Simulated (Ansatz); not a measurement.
Basis-set extrapolation for C₁₀H₂₂S (`CCCCCCCCCCS`) (PBE0-D4/def2-TZVP geometry, frozen core, Ansatz). Multiplicity 1, RHF reference.

```csv
,def2-TZVPP,def2-QZVPP
HF,-789.173172,-789.202824
MP2 correlation,-1.940209,-2.064077
CCSD(T) correlation,-2.148257,not run
```

Energies in hartree. Use E(X) = E(∞) + A·exp(−7.88·√X) for Hartree–Fock and E(X) = E(∞) + B·X^(−2.97) for correlation, with X = 3 and 4, and add CCSD(T) minus MP2 of the smaller set to the MP2 limit.

Question: What is the CCSD(T) energy at the basis-set limit?

Answer: HF limit: -789.202824 + (-0.029652) × 0.13774 = -789.20691. MP2 limit: -2.064077 + (-0.123868) × 0.74074 = -2.15583. Higher-order term: -2.148257 − (-1.940209) = -0.20805. Total: -791.57079 hartree, 6.79 eV below CCSD(T)/def2-TZVPP.
